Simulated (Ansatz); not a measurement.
`[SiH3]N[SiH3]` + `OBF` → `FBO[SiH3]` + `N[SiH3]` at 600 K and 1 bar (ligand exchange at the Si–N bond).

Program: Ansatz. Geometries: PBE0-D4/def2-TZVP. ΔE: electronic, gas phase. CCSD(T)/CBS is the MP2 limit (def2-TZVPP, def2-QZVPP) plus CCSD(T) − MP2 in def2-TZVPP, frozen cores. This one scheme is used for every species. Each species was taken in one conformer, which may not be the lowest.

| species | CCSD(T)/CBS energy (Eh) | H − E (kJ/mol) | S (J/(mol·K)) |
| --- | --- | --- | --- |
| `[SiH3]N[SiH3]` | -637.10515 | 230.1 | 420.5 |
| `OBF` | -201.07426 | 109.4 | 294.7 |
| `FBO[SiH3]` | -491.38634 | 168.9 | 388.1 |
| `N[SiH3]` | -346.80422 | 170.6 | 320.8 |

H − E and S are ideal-gas, rigid-rotor, harmonic terms from PBE0-D4/def2-TZVP, for one conformer and one mirror image of each species. 1 Eh = 2625.50 kJ/mol, R = 8.31446 J/(mol·K).

Task: By hand: ΔE, ΔH, ΔS and ΔG.

Result: ΔE = (-491.38634) + (-346.80422) − (-637.10515) − (-201.07426) = -0.01115 Eh = -29.3 kJ/mol. Δ(H − E) = 168.9 + 170.6 − 230.1 − 109.4 = 0.0, so ΔH = -29.3 kJ/mol. ΔS = 388.1 + 320.8 − 420.5 − 294.7 = -6.3 J/(mol·K). ΔG = -29.3 − 600 × (-6.3)/1000 = -25.5 kJ/mol.

Task: By hand: the equilibrium constant, and the temperature at which ΔG would vanish if ΔH and ΔS stayed fixed.

Result: log₁₀ K = −ΔG/(RT ln 10) = 2.2. ΔG = 0 at ΔH/ΔS = 4651 K, far beyond where these terms or the molecules hold.

The number of gas molecules stays the same, so ΔS is small and ΔH decides. A doubt of 5 kJ/mol in ΔE shifts log₁₀ K by 0.4 here. Other conformers and mirror images would add mixing entropy, several J/(mol·K) or more a flexible species. Modes under 60 cm⁻¹, often nearly free rotors, make the harmonic entropy too high. These are equilibria of isolated gas molecules and say nothing of rates. Largest T1 diagnostic: 0.013 (customary marks: 0.02 for closed shells, 0.045 for open ones).
